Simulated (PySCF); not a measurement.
## Vertical excitation energies

Compound: C4H8N2Si2.
SMILES: `C=C[C@@H]1[SiH2]N[Si@@H]1C#N`

Computed with TDDFT CAM-B3LYP/def2-SVPD, vertical, gas phase, core orbitals frozen in the response in PySCF. One conformer (not necessarily the lowest) at the GFN2-xTB geometry, without solvent, vibrations or thermal averaging. Torsions of this conformer, `[CH2:1]=[CH:2][C@@H:3]1[SiH2:4][NH:5][Si@@H:6]1[C:7]#[N:8]`: C1–C2–C3–Si4 -128°.

List the vertical singlet excitations with oscillator strengths and describe the spectrum.

```json
{"state": "S1", "E (eV)": "5.34", "λ (nm)": "232.1", "f": "0.027", "main configurations (H = HOMO, L = LUMO)": "H→L (95%)"}
{"state": "S2", "E (eV)": "5.76", "λ (nm)": "215.4", "f": "0.0096", "main configurations (H = HOMO, L = LUMO)": "H-1→L (96%)"}
{"state": "S3", "E (eV)": "6.45", "λ (nm)": "192.3", "f": "0.012", "main configurations (H = HOMO, L = LUMO)": "H→L+1 (91%)"}
{"state": "S4", "E (eV)": "6.68", "λ (nm)": "185.7", "f": "0.527", "main configurations (H = HOMO, L = LUMO)": "H→L+2 (84%), H→L+5 (10%)"}
{"state": "S5", "E (eV)": "6.87", "λ (nm)": "180.5", "f": "0.0051", "main configurations (H = HOMO, L = LUMO)": "H-1→L+1 (73%)"}
{"state": "S6", "E (eV)": "6.96", "λ (nm)": "178.1", "f": "0.0063", "main configurations (H = HOMO, L = LUMO)": "H-3→L (24%), H-1→L+1 (18%), H→L+4 (14%)"}
{"state": "S7", "E (eV)": "7.10", "λ (nm)": "174.6", "f": "0.039", "main configurations (H = HOMO, L = LUMO)": "H→L+4 (47%), H→L+3 (21%)"}
{"state": "S8", "E (eV)": "7.18", "λ (nm)": "172.7", "f": "0.020", "main configurations (H = HOMO, L = LUMO)": "H→L+3 (39%), H→L+4 (23%)"}
```

Triplets, Tamm–Dancoff:

```tsv
state	E (eV)	λ (nm)	main configurations (H = HOMO, L = LUMO)
T1	4.23	292.8	H→L+2 (66%)
T2	5.07	244.8	H→L (89%)
T3	5.47	226.8	H-1→L (91%)
```

The lowest singlet lies at 5.34 eV (232 nm, ultraviolet) and is weak; its leading configuration is HOMO→LUMO (95%). The most intense listed level is S4 at 6.68 eV (186 nm, f = 0.527), 1.34 eV above S1. Löwdin shares by element: HOMO carbon 74% or more, silicon 7% or more (atoms not listed hold the other 20%); LUMO silicon 35%, carbon 14% or more, nitrogen 12% or more (atoms not listed hold the other 40%). The oscillator strengths of these states sum to 0.646; summed over the whole spectrum of an exact calculation they would give the number of electrons, 74 (Thomas–Reiche–Kuhn). Of the 8 states listed, 5 reach f = 0.01 and none stays under 0.0005. Orbital energies (eV): HOMO-3 -11.02, HOMO-2 -10.89, HOMO-1 -9.36, HOMO -8.36, LUMO -0.26, LUMO+1 0.71, LUMO+2 1.00. The window holds the lowest 8 singlets.
